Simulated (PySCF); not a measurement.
AlH, SMILES [AlH] (connectivity only; charge and spin as stated), neutral, multiplicity 1.

Coordinates come from a r2SCAN-D4/def2-TZVPD optimisation.

These are PBE/def2-TZVPD run with PySCF values and carry that method's errors.

Gas-phase values at a fixed geometry.

```yaml
total_energy: -242.83784 hartree
point_group: C∞v
highest_occupied_level: -4.90 eV
lowest_empty_level: -2.54 eV
orbital_gap: 2.36 eV
dipole_moment: 0.15 D
quadrupole, principal values (traceless, Buckingham form, about the centre of nuclear charge): -7.23, 3.62, 3.62 D·Å
mean_static_polarisability: 47.8 bohr³ (7.09 Å³)
polarisability_principal_values: 45.5, 45.5, 52.6 bohr³
```
